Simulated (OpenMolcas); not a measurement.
Rh5+ among 4 point charges of -2.5 e arranged as a tetrahedron (Td).

| Quantity | Value |
| --- | --- |
| Program | OpenMolcas |
| Method | SS-CASPT2, IPEA 0.25 Eh, imaginary shift 0.1 Eh (closed shells correlated: 4s 4p) |
| Basis | ANO-RCC-VTZP [7s6p4d2f1g] |
| Scalar Hamiltonian | DKH2, point nucleus |
| Active space | 4 electrons in 5 orbitals (4d) |
| State averaging | 2S+1 = 5 even, 5 roots; 2S+1 = 3 even, 45 roots; 2S+1 = 1 even, 50 roots |
| Spin-orbit coupling | RASSI with atomic mean-field integrals over the reference wave functions |

All point charges move together. At R = 1.71 Å the first state of the same spin is 5130 cm-1, and at R = 1.81 Å it is 4100 cm-1.

Problem. A third run gives 2870 cm-1. What distance was it run at?

Solution. With a power law R^-n the two known points give n = -ln(4100 / 5130) / ln(1.81 / 1.71) = 3.94. Then R = 1.71 × (5130 / 2870)^(1/3.94) = 1.982 Å. The run was at 1.98 Å, so the estimate is off by +0.002 Å.

Roots that are degenerate in the reference are averaged as groups; the widest CASPT2 spread within a group is 400 cm-1 (the 3-fold group of multiplicity 3 near 20300 cm-1 above the lowest state of its run, R = 1.71). Shifts and gaps below about the spread of the groups concerned are not significant. An orbital triplet at a regular site is open to Jahn-Teller coupling, which can distort the site and quench the lowest spin-orbit gaps and is left out. Point charges give a weaker field than real ligands, and real ions of this kind are as a rule low spin; the high spin found here belongs to the model. Free-ion shares, where given, are those of the reference states; single-state CASPT2 does not remix them. The ground term spreads over less than 5000 cm-1, several times less than with real ligands, so orbital moments are less quenched and χT lies further from the spin-only value than at real sites (holds for R = 1.81; R = 1.98). Point charges carry no covalency, so the field is a model and not that of real ligands. No measured value stands beside these numbers.
